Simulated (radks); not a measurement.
All-electron atom: In39+ in [Ne].

All-electron calculation, Dirac Kohn-Sham, PBE, spin-unpolarised, spherical densities, point nucleus. Program: a radial shooting solver on a logarithmic mesh with Libxc functionals.

Energy parts (hartree):
| part | energy |
|---|---|
| total | -4515.47794 |
| kinetic | 4788.65830 |
| electron-nucleus | -9716.83358 |
| Hartree | 496.27243 |
| exchange-correlation | -83.57509 |

Orbitals (lengths in bohr, moments of r in powers of bohr; r(90%) holds 90 % of the orbital's charge):
orbital  occ.  eigenvalue (hartree)  r(90%)  <1/r>
1s1/2       2             -1111.080  0.0533  51.90
2s1/2       2             -238.4644   0.194  12.25
2p1/2       2             -229.4978   0.173  12.20
2p3/2       4             -221.4024   0.179  11.40

The highest occupied level is 2p3/2 at -6024.7 eV. For comparison, the ionisation energy in NIST's Atomic Spectra Database is 6126 eV (semi-empirical). In exact Kohn-Sham theory the highest level is minus the ionisation energy, but local and semilocal functionals leave it too shallow, through self-interaction and a potential that decays too fast; potentials with the right tail come closer. The density falls to 0.001 e/bohr^3 at r = 0.47 bohr.
